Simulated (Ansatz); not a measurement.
`C=CCCCCCCCCCC`. The state is a singlet with charge 0. Geometry r2SCAN-D4/def2-SVP, basis def2-TZVP, Ansatz.

```
run  HOMO (eV)  LUMO (eV)
  A      -8.24       1.47
  B      -6.36      -0.44
  C      -6.17      -0.68
  D      -7.28       0.36
  E      -6.10      -0.59
```

Question: The runs used BHLYP, PBE, PBE0, r2SCAN, revPBE. Estimate which is which.

Answer: A BHLYP (50 % exact exchange); B r2SCAN (0 % exact exchange); C PBE (0 % exact exchange); D PBE0 (25 % exact exchange); E revPBE (0 % exact exchange). Exact exchange lowers occupied and raises empty levels; among semilocal functionals meta-GGAs tend to open the gap a little, and such runs are hard to tell apart. The gap grows from 5.48 eV (PBE) to 9.72 eV (BHLYP).
